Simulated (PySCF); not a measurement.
# One molecule, several mistakes: AlCH4Si cation

Calculated results; nothing here was measured. They come from PySCF 2.14.0, an open-source quantum chemistry program, on an isolated molecule that a program drew, which may never have been made. The molecule is AlCH4Si cation (charge +1, singlet), drawn as the SMILES string `[AlH+][CH]=[SiH2]`.

Each row is a Hartree-Fock (HF) and frozen-core CCSD(T) single point in the cc-pV(D+d)Z basis, meant for a local HF minimum. Run 1 is clean. Each other run has one planted mistake out of seven kinds, and not every kind appears here: one electron removed, one electron added, multiplicity raised by two, geometry at a saddle point, minimal basis STO-3G, one bond length entered in bohr, all coordinates scaled. The reference is restricted for singlets and unrestricted otherwise, and also for a bond in bohr. Adding or removing an electron swaps singlet and doublet. Electrons count all cores. HOMO and LUMO are orbital energies over both spins, the gradient is its largest component, and the lowest frequency (negative if imaginary) is given only where the gradient is small. Bond lengths are over the 6 bonds as drawn. T1 is the CCSD diagnostic: over 0.02 (restricted) or 0.045 (unrestricted) a single reference is doubtful.

Geometry of the clean run:
```xyz
7
AlCH4Si cation, angstrom
Al    0.4728   -1.9396    0.0260
C     0.0012   -0.9488   -1.4437
Si    0.1873   -1.3539   -3.1036
H     0.8736   -2.7821    1.2571
H    -0.4563    0.0207   -1.2381
H     0.7887   -2.6292   -3.5069
H    -0.2332   -0.4709   -4.1921
```

```
run,electrons,basis functions,<S^2>,HOMO (eV),LUMO (eV),gradient (hartree/bohr),lowest frequency (cm^-1),mean bond (Å),longest bond (Å),T1,HF (hartree),CCSD(T) (hartree),mistake
1,36,80,0.000,-14.19,-3.90,2.6e-05,161,1.5198,1.834,0.0155,-570.75516,-571.07696,no fault
2,37,80,1.001,-5.19,0.93,3.0e-02,-,1.5198,1.834,0.0387,-570.92220,-571.26066,one electron added
3,36,80,0.766,-13.77,-4.53,2.1e-02,-,1.6817,2.063,0.0698,-570.62603,-570.94473,one bond length entered in bohr
4,35,80,0.756,-23.21,-11.77,8.3e-02,-,1.5198,1.834,0.0121,-570.28794,-570.55911,?
```

**Which mistake was planted in run 4, and what did it cost?**

It counts 35 electrons, one fewer than the clean run, at the same geometry and basis. So the mistake is: one electron removed. Subtracting run 1 and multiplying by 627.51 kcal/mol a hartree, the energy moved by 293.2 kcal/mol in HF and 325.0 kcal/mol in CCSD(T).

Cautions from the logs. Run 3: T1 is over the limit, so its CCSD(T) energy is less reliable.
